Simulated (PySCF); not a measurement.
# Fractional electron number in Ti (titanium, neutral)

The 4s beta orbital of [Ar] 3d2 4s2 is emptied in steps (occupation f), with all orbitals relaxed, ending at [Ar] 3d2 4s1. All numbers are calculated (PySCF 2.14, the spin-free X2C one-electron Hamiltonian (Gaussian nucleus), in aug-cc-pVTZ-DK). The exact energy is a straight line in f; departures are measured from the line between the end points of the same method.

Question: Among UHF, LDA, PBE, which shows the largest delocalisation error (convex curve), and which is closest to linear?

Answer: Most convex: LDA (-0.664 eV at f = 0.5); closest to linear: UHF (0.041 eV).

```tsv
f	UHF (eV)	LDA (eV)	PBE (eV)
1	0.000	0.000	0.000
0.75	0.033	-0.496	-0.477
0.5	0.041	-0.664	-0.638
0.25	0.029	-0.498	-0.478
0	0.000	0.000	0.000
```

| method | E(f=0) − E(f=1) (eV) | −ε at f=1 (eV) | −ε at f=0.5 (eV) |
| --- | --- | --- | --- |
| UHF | 5.557 | 5.750 | 5.546 |
| LDA | 6.929 | 4.296 | 6.925 |
| PBE | 6.692 | 4.160 | 6.685 |

Reference removal energy between the ground levels: 6.828 eV (measured; NIST Atomic Spectra Database, ionization energies). The calculation has no spin-orbit coupling. UHF lacks correlation.
